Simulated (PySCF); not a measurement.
# Energy of Pb⁺ (lead, charge +1) between two integer charges

The 6p alpha orbital of [Xe] 4f14 5d10 6s2 6p1 is emptied in steps (occupation f), with all orbitals relaxed, ending at [Xe] 4f14 5d10 6s2. All numbers are calculated (PySCF 2.14, a scalar-relativistic core potential, in def2-TZVP with the def2 core potential (60 electrons) (6s5p3d2f, 50 functions)). The exact energy is a straight line in f; departures are measured from the line between the end points of the same method.

```csv
f,UHF (eV),LDA (eV),PBE (eV),PBE0 (eV),r2SCAN (eV),LC-wPBE (eV),BHandHLYP (eV),wB97X (eV),M06-2X (eV),BLYP (eV)
1,0.000,0.000,0.000,0.000,0.000,0.000,0.000,0.000,0.000,0.000
0.75,0.049,-0.678,-0.658,-0.479,-0.610,-0.025,-0.329,-0.089,-0.256,-0.681
0.5,0.064,-0.905,-0.878,-0.637,-0.799,-0.028,-0.439,-0.121,-0.322,-0.911
0.25,0.047,-0.679,-0.659,-0.475,-0.580,-0.017,-0.330,-0.091,-0.252,-0.685
0,0.000,0.000,0.000,0.000,0.000,0.000,0.000,0.000,0.000,0.000
```

```tsv
method	E(f=0) − E(f=1) (eV)	−ε at f=1 (eV)	−ε at f=0.5 (eV)
UHF	13.205	13.468	13.202
LDA	13.917	10.318	13.914
PBE	13.708	10.210	13.705
PBE0	13.735	11.176	13.745
r2SCAN	13.801	10.515	13.877
LC-wPBE	13.835	13.685	13.856
BHandHLYP	13.714	11.961	13.711
wB97X	13.560	13.090	13.555
M06-2X	13.699	12.246	13.730
BLYP	13.655	10.044	13.644
```

Orbital energy along the path (eV):

```csv
f,UHF,LDA,PBE,PBE0,r2SCAN,LC-wPBE,BHandHLYP,wB97X,M06-2X,BLYP
1,-13.468,-10.318,-10.210,-11.176,-10.515,-13.685,-11.961,-13.090,-12.246,-10.044
0.75,-13.332,-12.101,-11.948,-12.462,-12.206,-13.781,-12.835,-13.316,-13.088,-11.828
0.5,-13.202,-13.914,-13.705,-13.745,-13.877,-13.856,-13.711,-13.555,-13.730,-13.644
0.25,-13.077,-15.733,-15.465,-15.012,-15.450,-13.896,-14.590,-13.804,-14.269,-15.477
0,-12.957,-17.519,-17.211,-16.250,-16.719,-13.907,-15.486,-14.032,-15.248,-17.312
```

Reference removal energy between the ground levels: 15.032 eV (measured; NIST Atomic Spectra Database, ionization energies). The calculation has no spin-orbit coupling. UHF lacks correlation.
